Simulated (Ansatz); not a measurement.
Total energies of As₄S₆ from Ansatz at PBE0-D4/def2-SVP, gas phase (1 Eh = 27.2114 eV = 2625.5 kJ/mol). The reference geometry is relaxed at r2SCAN-D4/def2-SVP.

| state | geometry | energy (Eh) |
| --- | --- | --- |
| charge 0 singlet | reference | -11329.17399 |
| charge 1 doublet | reference | -11328.83703 |
| free As atom (quartet) | – | -2235.26429 |
| free S atom (triplet) | – | -397.83788 |

Task: Work out the vertical ionisation energy to the doublet.

Result: E(charge 1 doublet) − E(charge 0 singlet) = -11328.83703 − (-11329.17399) = 0.33696 Eh = 9.17 eV. For comparison, −ε of the highest occupied level is 7.64 eV at this level, 1.53 eV less.

Task: What is the binding energy per atom against free atoms?

Result: Atoms: 4 × (-2235.26429) + 6 × (-397.83788) = -11328.08444 Eh. Binding: -11328.08444 − (-11329.17399) = 1.08955 Eh = 29.65 eV, or 2.96 eV for each of 10 atoms (no zero-point energy, no counterpoise term).
